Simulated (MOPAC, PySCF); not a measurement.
H3BS3, SMILES `SB(S)S`, neutral singlet in the gas phase. 

Cartesian coordinates (Å):
```xyz
7

S      1.4047    -1.2206     0.0611
B     -0.1434    -0.3003    -0.0269
S     -0.3237     1.4904     0.0444
S     -1.6280    -1.3135    -0.2031
H      2.2304    -0.1706     0.1828
H      0.9719     1.8172     0.1712
H     -2.5119    -0.3027    -0.2294
```
Charge 0, spin multiplicity 1.

All levels are single points at this geometry (PBE0-D3(BJ)/def2-TZVP); Pople sets use spherical d functions. Orbital energies aren't observables, and empty levels follow the basis.

| level | HOMO (eV) | LUMO (eV) | gap (eV) | dipole (D) | vertical IE, Delta-SCF (eV) |
|---|---|---|---|---|---|
| PBE0-D3(BJ)/def2-TZVP in PySCF | -7.54 | -0.72 | 6.83 | 1.66 | – |
| ωB97X-D3(BJ)/def2-TZVP in PySCF | -9.92 | 1.38 | 11.30 | 1.71 | – |
| B3LYP/6-311+G** in PySCF | -7.33 | -1.11 | 6.21 | 1.83 | – |
| B3LYP/6-31G* in PySCF | -7.20 | -0.70 | 6.50 | 1.89 | 9.45 |
| B3LYP/LANL2DZ in PySCF | -7.38 | -0.71 | 6.68 | 2.50 | – |
| M06-2X/6-31G* in PySCF | -8.61 | 0.18 | 8.79 | 1.93 | – |
| PBE/6-31G* in PySCF | -6.26 | -1.42 | 4.84 | 1.91 | – |
| SVWN5/6-31G* in PySCF | -6.35 | -1.59 | 4.76 | 1.99 | – |
| HF/3-21G in PySCF | -10.57 | 2.69 | 13.25 | 2.51 | – |
| HF/STO-3G in PySCF | -7.16 | 7.78 | 14.94 | 1.58 | – |
| AM1 in MOPAC | -9.48 | -0.85 | 8.64 | 2.28 | – |
| PM3 in MOPAC | -9.49 | -0.54 | 8.95 | 2.28 | – |
| PM7 in MOPAC | -9.27 | -2.12 | 7.15 | 2.16 | – |
